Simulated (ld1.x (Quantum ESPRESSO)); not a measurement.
# Be TM semilocal: all-electron and pseudo phase curves

* Element: Be (Z = 4)
* Generator: ld1.x (Quantum ESPRESSO) 7.5
* Type: norm-conserving Troullier–Martins (semilocal form)
* Functional: LDA (PZ)
* Relativity: scalar-relativistic
* Frozen core: none
* Valence charge: 4
* Reference configuration: 1s2 2s0 2p0 (charge +2)
* Partial waves: 2p (bound, empty): rc 2.80 bohr; 1s (bound): rc 0.35 bohr
* Local potential: the s channel
* Core correction: none

The phase is arctan(r·u′/u) with u = r·R(r), unwrapped; energies in Ry, scanned from -12 to 5 Ry. A pole is an energy at which the radial function vanishes at the test radius. The pseudo phase is shifted by a multiple of π to meet the all-electron one at the reference energy, and phase errors are pseudo minus all-electron; the curves can meet again beyond the range given. Levels narrower than the energy grid can be missing from the lists of poles.

| channel | radius (bohr) | reference energy (Ry) | poles, all-electron | poles, pseudo | unbroken range about the reference energy with phases within 0.05 rad | phase error 1 Ry above the reference energy (rad) |
| --- | --- | --- | --- | --- | --- | --- |
| s | 3.06 | -9.61 | -1.11, 3.16 | -1.11, 3.17 | the whole range | +0.000 |
| p | 3.06 | -1.24 | -0.94, 2.56 | -0.93, 3.12 | below -0.2 | +0.037 |

Phases in the p channel:

```json
{"E (Ry)": "-12.00", "all-electron": "1.472", "pseudo": "1.472"}
{"E (Ry)": "-11.76", "all-electron": "1.471", "pseudo": "1.471"}
{"E (Ry)": "-11.52", "all-electron": "1.470", "pseudo": "1.470"}
{"E (Ry)": "-11.28", "all-electron": "1.469", "pseudo": "1.469"}
{"E (Ry)": "-11.04", "all-electron": "1.467", "pseudo": "1.467"}
{"E (Ry)": "-10.80", "all-electron": "1.466", "pseudo": "1.466"}
{"E (Ry)": "-10.56", "all-electron": "1.465", "pseudo": "1.465"}
{"E (Ry)": "-10.32", "all-electron": "1.463", "pseudo": "1.463"}
{"E (Ry)": "-10.08", "all-electron": "1.462", "pseudo": "1.462"}
{"E (Ry)": "-9.84", "all-electron": "1.460", "pseudo": "1.460"}
{"E (Ry)": "-9.60", "all-electron": "1.459", "pseudo": "1.459"}
{"E (Ry)": "-9.36", "all-electron": "1.457", "pseudo": "1.457"}
{"E (Ry)": "-9.12", "all-electron": "1.456", "pseudo": "1.456"}
{"E (Ry)": "-8.88", "all-electron": "1.454", "pseudo": "1.454"}
{"E (Ry)": "-8.64", "all-electron": "1.452", "pseudo": "1.452"}
{"E (Ry)": "-8.40", "all-electron": "1.450", "pseudo": "1.450"}
{"E (Ry)": "-8.16", "all-electron": "1.448", "pseudo": "1.448"}
{"E (Ry)": "-7.92", "all-electron": "1.446", "pseudo": "1.446"}
{"E (Ry)": "-7.68", "all-electron": "1.444", "pseudo": "1.444"}
{"E (Ry)": "-7.44", "all-electron": "1.441", "pseudo": "1.441"}
{"E (Ry)": "-7.20", "all-electron": "1.438", "pseudo": "1.439"}
{"E (Ry)": "-6.96", "all-electron": "1.436", "pseudo": "1.436"}
{"E (Ry)": "-6.72", "all-electron": "1.433", "pseudo": "1.433"}
{"E (Ry)": "-6.48", "all-electron": "1.430", "pseudo": "1.430"}
{"E (Ry)": "-6.24", "all-electron": "1.427", "pseudo": "1.427"}
{"E (Ry)": "-6.00", "all-electron": "1.423", "pseudo": "1.423"}
{"E (Ry)": "-5.76", "all-electron": "1.419", "pseudo": "1.419"}
{"E (Ry)": "-5.52", "all-electron": "1.415", "pseudo": "1.415"}
{"E (Ry)": "-5.28", "all-electron": "1.411", "pseudo": "1.411"}
{"E (Ry)": "-5.04", "all-electron": "1.406", "pseudo": "1.406"}
{"E (Ry)": "-4.80", "all-electron": "1.400", "pseudo": "1.401"}
{"E (Ry)": "-4.56", "all-electron": "1.394", "pseudo": "1.395"}
{"E (Ry)": "-4.32", "all-electron": "1.387", "pseudo": "1.388"}
{"E (Ry)": "-4.08", "all-electron": "1.380", "pseudo": "1.381"}
{"E (Ry)": "-3.84", "all-electron": "1.371", "pseudo": "1.372"}
{"E (Ry)": "-3.60", "all-electron": "1.361", "pseudo": "1.362"}
{"E (Ry)": "-3.36", "all-electron": "1.349", "pseudo": "1.351"}
{"E (Ry)": "-3.12", "all-electron": "1.335", "pseudo": "1.337"}
{"E (Ry)": "-2.88", "all-electron": "1.318", "pseudo": "1.320"}
{"E (Ry)": "-2.64", "all-electron": "1.296", "pseudo": "1.298"}
{"E (Ry)": "-2.40", "all-electron": "1.265", "pseudo": "1.268"}
{"E (Ry)": "-2.16", "all-electron": "1.220", "pseudo": "1.224"}
{"E (Ry)": "-1.92", "all-electron": "1.144", "pseudo": "1.150"}
{"E (Ry)": "-1.68", "all-electron": "0.976", "pseudo": "0.984"}
{"E (Ry)": "-1.44", "all-electron": "0.303", "pseudo": "0.315"}
{"E (Ry)": "-1.20", "all-electron": "-1.187", "pseudo": "-1.187"}
{"E (Ry)": "-0.96", "all-electron": "-1.556", "pseudo": "-1.550"}
{"E (Ry)": "-0.72", "all-electron": "-1.695", "pseudo": "-1.684"}
{"E (Ry)": "-0.48", "all-electron": "-1.792", "pseudo": "-1.771"}
{"E (Ry)": "-0.24", "all-electron": "-1.890", "pseudo": "-1.853"}
{"E (Ry)": "0.00", "all-electron": "-2.026", "pseudo": "-1.953"}
{"E (Ry)": "0.24", "all-electron": "-2.267", "pseudo": "-2.103"}
{"E (Ry)": "0.48", "all-electron": "-2.795", "pseudo": "-2.377"}
{"E (Ry)": "0.72", "all-electron": "-3.635", "pseudo": "-2.937"}
{"E (Ry)": "0.96", "all-electron": "-4.146", "pseudo": "-3.683"}
{"E (Ry)": "1.20", "all-electron": "-4.373", "pseudo": "-4.129"}
{"E (Ry)": "1.44", "all-electron": "-4.494", "pseudo": "-4.344"}
{"E (Ry)": "1.68", "all-electron": "-4.568", "pseudo": "-4.463"}
{"E (Ry)": "1.92", "all-electron": "-4.620", "pseudo": "-4.538"}
{"E (Ry)": "2.16", "all-electron": "-4.660", "pseudo": "-4.590"}
{"E (Ry)": "2.40", "all-electron": "-4.693", "pseudo": "-4.630"}
{"E (Ry)": "2.64", "all-electron": "-4.721", "pseudo": "-4.662"}
{"E (Ry)": "2.88", "all-electron": "-4.747", "pseudo": "-4.688"}
{"E (Ry)": "3.12", "all-electron": "-4.773", "pseudo": "-4.712"}
{"E (Ry)": "3.36", "all-electron": "-4.800", "pseudo": "-4.734"}
{"E (Ry)": "3.60", "all-electron": "-4.830", "pseudo": "-4.756"}
{"E (Ry)": "3.84", "all-electron": "-4.865", "pseudo": "-4.777"}
{"E (Ry)": "4.08", "all-electron": "-4.911", "pseudo": "-4.801"}
{"E (Ry)": "4.32", "all-electron": "-4.975", "pseudo": "-4.827"}
{"E (Ry)": "4.56", "all-electron": "-5.079", "pseudo": "-4.858"}
{"E (Ry)": "4.80", "all-electron": "-5.279", "pseudo": "-4.897"}
```
